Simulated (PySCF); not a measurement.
A GIAO shielding run with PySCF 2.14 (density fitting, non-relativistic, gas phase) on `S(C)[SiH2]C[C@@H](C)[SiH2]Cl`, C₄H₁₃ClSSi₂:

```
$ OMP_NUM_THREADS=1 python probes_run.py task.json out

{"job": {"kind": "nmr", "xc": "PBE0", "basis": "pcSseg-1"}, "charge": 0, "multiplicity": 1}
C      3.650628     1.054372    -0.726690
S      2.010469     0.378926    -1.123871
Si     1.328784    -0.117086     0.851251
C     -0.305953    -1.042422     0.626660
C     -1.287576    -0.415109    -0.371030
C     -2.418822    -1.403298    -0.665891
Si    -1.990584     1.261425     0.220281
Cl    -2.628182     1.051181     2.125609
H      4.133953     1.279919    -1.671189
H      4.226812     0.315111    -0.179800
H      3.540583     1.959888    -0.138592
H      2.348604    -0.970691     1.464284
H      1.216191     1.128064     1.612165
H     -0.077240    -2.058093     0.289821
H     -0.786861    -1.147616     1.600742
H     -0.744425    -0.243717    -1.306977
H     -2.985473    -1.618582     0.238802
H     -3.102509    -1.003569    -1.412053
H     -2.017905    -2.342714    -1.045563
H     -3.142511     1.638408    -0.596543
H     -0.976902     2.312547     0.208113
```

Hardware: 1 thread of an Arm Neoverse N1, shared host. The job also computes population analyses, field gradients.

(1) How large is the calculation?

(2) How long does it take, and how much memory does it need?

Answers

(1) 98 electrons, 229 basis functions and 1282 auxiliary functions.

(2) 92 s of wall time, with 12 SCF cycles and 5 response iterations; peak memory 0.97 GiB. Times on a shared host scatter by some tens of per cent.
